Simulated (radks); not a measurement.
Q: Species: Nd. Configuration: [Xe] 4f4 6s2. Method: Dirac Kohn-Sham, PBE, spin-unpolarised, spherical densities, point nucleus; open shells are shared between the two j in proportion to 2j + 1; computed with a radial shooting solver on a logarithmic mesh with Libxc functionals.

Spin-orbit splittings of the eigenvalues, e(l+1/2) - e(l-1/2), with zeta = 2 splitting/(2l+1) and mean radii in bohr:

shell  occ.  splitting (eV)  zeta (eV)  <r> j=l-1/2  <r> j=l+1/2
2p        6           520.1      346.7      0.08422      0.09063
3p        6           103.8      69.22       0.2556       0.2681
3d       10           22.44      8.976       0.2394       0.2433
4p        6           22.51      15.01       0.6237       0.6519
4d       10           3.977      1.591       0.7013       0.7114
4f        4          0.4026     0.1150        1.116        1.142
5p        6           3.019      2.013        1.666        1.759
5d        0          0.1671    0.06683        3.259        3.370
6p        0               ?          ?        5.918        6.238

Estimate the 6p splitting.

A: 0.1691 eV (zeta = 0.1128 eV).
